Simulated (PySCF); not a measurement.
A series of related molecules.

All values: CAM-B3LYP/def2-SVPD (PySCF) at GFN2-xTB geometries, gas phase, one conformer each. Core orbitals are frozen in the response; Δα² is half the sum of the squared differences of the principal polarisabilities.

Task: Rank by HOMO energy, highest first.
A. `C=C[Si@@](C)(N)[SiH3]`
B. `C[Si@@](N)([SiH3])OC=O`
C. `CN[Si@@](C)(N)[SiH3]`
D. `CC(=O)[Si@](C)(N)[SiH3]`
E. `C[Si@](N)([SiH3])NC=O`
F. `C[Si@@](N)([SiH3])CF`

Result: C (-7.90 eV), D (-8.03 eV), E (-8.38 eV), A (-8.50 eV), F (-8.66 eV), B (-9.19 eV).

Task: Rank by mean static polarisability, highest first.
A. `C=C[Si@@](C)(N)[SiH3]`
B. `C[Si@](N)([SiH3])NC=O`
C. `C=N[Si@](C)(N)[SiH3]`
D. `CC([Si@]([SiH3])(C)N)=O`
E. `C[Si@@](N)([SiH3])CF`
F. `C[Si@@](N)([SiH3])OC=O`

Result: D (15.39 Å³), A (14.98 Å³), B (14.51 Å³), C (14.28 Å³), F (13.62 Å³), E (13.28 Å³).

Task: Rank by polarisability anisotropy Δα, highest first.
A. `[CH3:1][NH:2][Si@@:3]([CH3:4])([NH2:5])[SiH3:6]` with C1–N2–Si3–C4 69°, N2–Si3–N5–H -170° and 57°
B. `[CH3:1][Si@@:2]([NH2:3])([SiH3:4])[CH2:5][F:6]` with C1–Si2–N3–H -74° and 68°, C1–Si2–C5–F6 64°
C. `[CH3:1][Si@@:2]([NH2:3])([SiH3:4])[O:5][CH:6]=[O:7]` with C1–Si2–N3–H 175° and -38°, C1–Si2–O5–C6 -135°, Si2–O5–C6–O7 3°
D. `[CH2:1]=[N:2][Si@:3]([CH3:4])([NH2:5])[SiH3:6]` with C1–N2–Si3–C4 125°, N2–Si3–N5–H -70° and 77°
E. `[CH3:1][Si@:2]([NH2:3])([SiH3:4])[NH:5][CH:6]=[O:7]` with C1–Si2–N3–H 174° and -53°, C1–Si2–N5–C6 125°, Si2–N5–C6–O7 -1°

Result: E (3.32 Å³), D (3.04 Å³), C (2.74 Å³), B (2.22 Å³), A (1.77 Å³).

All values together:

```
                 SMILES      formula  μ (D)  HOMO (eV)  LUMO (eV)  α (Å³)  Δα (Å³)  electrons  α per electron (Å³)
  C=C[Si@@](C)(N)[SiH3]    C3H11NSi2   1.41      -8.50       0.61   14.98     3.31         64                0.234
   C=N[Si@](C)(N)[SiH3]   C2H10N2Si2   2.49      -8.12       0.32   14.28     3.04         64                0.223
   CN[Si@@](C)(N)[SiH3]   C2H12N2Si2   0.94      -7.90       1.06   14.38     1.77         66                0.218
   C[Si@@](N)([SiH3])CF   C2H10FNSi2   1.17      -8.66       0.77   13.28     2.22         66                0.201
CC(=O)[Si@](C)(N)[SiH3]   C3H11NOSi2   2.40      -8.03      -0.05   15.39     1.73         72                0.214
  C[Si@](N)([SiH3])NC=O  C2H10N2OSi2   3.75      -8.38       0.80   14.51     3.32         72                0.202
 C[Si@@](N)([SiH3])OC=O   C2H9NO2Si2   2.80      -9.19       0.84   13.62     2.74         72                0.189
```

Conformers: `[CH2:1]=[CH:2][Si@@:3]([CH3:4])([NH2:5])[SiH3:6]` with C1–C2–Si3–C4 -142°, C2–Si3–N5–H -51° and 171°; `[CH2:1]=[N:2][Si@:3]([CH3:4])([NH2:5])[SiH3:6]` with C1–N2–Si3–C4 125°, N2–Si3–N5–H -70° and 77°; `[CH3:1][NH:2][Si@@:3]([CH3:4])([NH2:5])[SiH3:6]` with C1–N2–Si3–C4 69°, N2–Si3–N5–H -170° and 57°; `[CH3:1][Si@@:2]([NH2:3])([SiH3:4])[CH2:5][F:6]` with C1–Si2–N3–H -74° and 68°, C1–Si2–C5–F6 64°; `[CH3:1][C:2](=[O:3])[Si@:4]([CH3:5])([NH2:6])[SiH3:7]` with C1–C2–Si4–C5 -33°, C2–Si4–N6–H -171° and -31°; `[CH3:1][Si@:2]([NH2:3])([SiH3:4])[NH:5][CH:6]=[O:7]` with C1–Si2–N3–H 174° and -53°, C1–Si2–N5–C6 125°, Si2–N5–C6–O7 -1°; `[CH3:1][Si@@:2]([NH2:3])([SiH3:4])[O:5][CH:6]=[O:7]` with C1–Si2–N3–H 175° and -38°, C1–Si2–O5–C6 -135°, Si2–O5–C6–O7 3°.
